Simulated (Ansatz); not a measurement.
Born–Oppenheimer molecular dynamics of FH₆N₃Zr (11 atoms, charge 0, multiplicity 1). It starts from a relaxed structure.

Theory: RHF/def2-SVP (Ansatz).

```json
{"ensemble": "NVE (velocity Verlet)", "time step": "1 fs", "steps asked": "166", "starting velocities drawn for": "200 K", "seed": "541127"}
```

First frame:

```xyz
11
Properties=species:S:1:pos:R:3
Zr 0.021 -0.015 -0.010
F 0.100 -0.072 1.926
N 1.913 -0.019 -0.806
H 2.677 -0.597 -0.497
H 2.258 0.595 -1.524
N -0.943 1.683 -0.639
H -1.673 1.734 -1.329
H -0.809 2.606 -0.260
N -0.993 -1.646 -0.732
H -1.840 -2.027 -0.344
H -0.703 -2.242 -1.488
```

Task: How far do the bonds stretch over the last three quarters of this one trajectory? (Pairs bonded in most of those frames.)

Result: 
```csv
bond,mean (Å),spread (Å),shortest,longest
Zr1–F2,1.940,0.051,1.86,2.02
Zr1–N3,2.052,0.007,2.04,2.07
Zr1–N6,2.053,0.011,2.03,2.08
Zr1–N9,2.054,0.013,2.03,2.07
N3–H4,1.007,0.009,0.99,1.02
N3–H5,1.006,0.010,0.99,1.02
N6–H7,1.006,0.010,0.99,1.02
N6–H8,1.007,0.007,0.99,1.02
N9–H10,1.007,0.004,1.00,1.01
N9–H11,1.006,0.005,1.00,1.01
```

Mean temperature of the second half: 99 K. The conserved energy stayed within 0.29 meV per atom of its start (net change 0.084 meV per atom), so the integration is sound. Over the second half the temperature averaged 0.49 of the 200 K drawn at the start: a run that starts near a minimum puts about half its kinetic energy into the potential. A run of 0.17 ps of so small a system gives no equilibrium averages.

Run time: 4.1 min on 2 threads of Arm Neoverse V2, with other jobs on the host, peak memory 0.25 GiB.
